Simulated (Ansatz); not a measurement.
Relaxation of the cluster Tl4H5 (charge 0, doublet) with UKS PBE-D4/def2-SVP in Ansatz.

Positions (Å) and forces (eV/Å) at steps 32, 33, 34, 35, 36, 37, 40, 41 of 41:

```xyz
9
step=32 energy=-18862.0237 eV rejected
Tl   -0.907   -1.933   -1.055   -0.269   -0.196   -0.096
Tl   -0.590    1.759   -1.541    0.021   -0.001   -0.035
Tl   -1.383    0.577    2.340   -0.463    0.099    0.137
Tl    1.760   -0.129    0.720    0.454   -0.033   -0.193
H     1.380    1.341   -0.387   -0.015    0.200   -0.086
H    -1.406    0.183    0.117   -0.007   -0.016    0.039
H     0.683    0.133    2.266    0.129   -0.021    0.231
H    -0.656   -0.241   -2.339    0.046    0.106   -0.062
H     1.118   -1.689   -0.122    0.103   -0.138    0.064
9
step=33 energy=-18862.0649 eV
Tl   -0.961   -1.956   -1.114    0.051    0.079    0.028
Tl   -0.641    1.758   -1.516    0.049   -0.056    0.044
Tl   -1.418    0.682    2.328    0.126   -0.074   -0.079
Tl    1.814   -0.156    0.655   -0.121    0.056   -0.055
H     1.330    1.409   -0.350    0.030    0.003   -0.031
H    -1.412    0.104    0.151   -0.022    0.027    0.030
H     0.737    0.130    2.257   -0.094    0.034    0.092
H    -0.536   -0.215   -2.321   -0.028   -0.019   -0.008
H     1.087   -1.756   -0.090    0.007   -0.050   -0.021
9
step=34 energy=-18862.0651 eV
Tl   -0.940   -1.928   -1.088   -0.162   -0.261   -0.028
Tl   -0.601    1.749   -1.509   -0.061    0.260   -0.113
Tl   -1.415    0.583    2.317   -0.143    0.030    0.168
Tl    1.784   -0.129    0.666    0.180   -0.060    0.040
H     1.377    1.392   -0.404    0.052    0.057   -0.003
H    -1.404    0.145    0.146   -0.022   -0.017   -0.024
H     0.713    0.157    2.280    0.047    0.004    0.020
H    -0.600   -0.220   -2.333    0.027    0.002   -0.095
H     1.086   -1.748   -0.075    0.081   -0.013    0.037
9
step=35 energy=-18862.0689 eV
Tl   -0.968   -1.942   -1.080    0.000    0.042   -0.014
Tl   -0.579    1.781   -1.535   -0.013   -0.049    0.009
Tl   -1.482    0.529    2.395    0.043   -0.031   -0.117
Tl    1.765   -0.125    0.646   -0.049    0.002    0.036
H     1.418    1.411   -0.458    0.000   -0.019    0.016
H    -1.285    0.145    0.179   -0.054    0.027    0.037
H     0.646    0.196    2.257    0.077   -0.002    0.021
H    -0.617   -0.215   -2.328    0.005   -0.013    0.000
H     1.101   -1.780   -0.077   -0.009    0.044    0.011
9
step=36 energy=-18862.0770 eV
Tl   -0.972   -1.943   -1.097    0.034    0.055    0.003
Tl   -0.595    1.768   -1.539    0.010   -0.033    0.010
Tl   -1.436    0.552    2.351   -0.035   -0.005    0.025
Tl    1.781   -0.125    0.668   -0.019   -0.013   -0.029
H     1.390    1.408   -0.424    0.002   -0.009    0.011
H    -1.358    0.139    0.152   -0.014    0.010   -0.003
H     0.708    0.176    2.298    0.026    0.004   -0.024
H    -0.599   -0.220   -2.339    0.001   -0.020    0.003
H     1.081   -1.755   -0.070   -0.007    0.012    0.003
9
step=37 energy=-18862.0781 eV
Tl   -0.966   -1.933   -1.087   -0.034   -0.053   -0.004
Tl   -0.590    1.760   -1.536   -0.003    0.045   -0.008
Tl   -1.440    0.542    2.355   -0.012   -0.009    0.006
Tl    1.790   -0.127    0.665    0.017   -0.004    0.001
H     1.396    1.403   -0.419    0.011    0.010   -0.003
H    -1.385    0.152    0.151   -0.013    0.009    0.011
H     0.708    0.179    2.282    0.007    0.004    0.004
H    -0.597   -0.225   -2.341    0.007   -0.001   -0.023
H     1.084   -1.750   -0.071    0.019   -0.001    0.015
9
step=40 energy=-18862.0790 eV
Tl   -0.976   -1.929   -1.077   -0.005    0.005   -0.003
Tl   -0.578    1.764   -1.543    0.006   -0.009    0.007
Tl   -1.446    0.496    2.365   -0.006   -0.005   -0.009
Tl    1.796   -0.121    0.661   -0.004    0.001    0.000
H     1.412    1.406   -0.431   -0.005    0.003   -0.006
H    -1.399    0.168    0.149   -0.001    0.003    0.005
H     0.709    0.193    2.275    0.010    0.001   -0.001
H    -0.597   -0.230   -2.342    0.003    0.001    0.002
H     1.079   -1.747   -0.057    0.001    0.001    0.004
9
step=41 energy=-18862.0791 eV
Tl   -0.984   -1.927   -1.074    0.009    0.013    0.001
Tl   -0.571    1.762   -1.544   -0.005    0.008   -0.001
Tl   -1.450    0.474    2.367    0.003   -0.003   -0.005
Tl    1.796   -0.116    0.660   -0.001   -0.006    0.001
H     1.422    1.409   -0.439   -0.004   -0.004    0.000
H    -1.403    0.174    0.150    0.002   -0.001   -0.002
H     0.712    0.200    2.274    0.001    0.004   -0.001
H    -0.594   -0.233   -2.343    0.001   -0.010    0.007
H     1.073   -1.743   -0.051   -0.006    0.001   -0.001
```

In the def2 sets Tl takes a core potential; there is no spin–orbit coupling. The relaxation made no stability test and no search for a lower SCF solution. The structure comes from a short search, and lower isomers may exist.
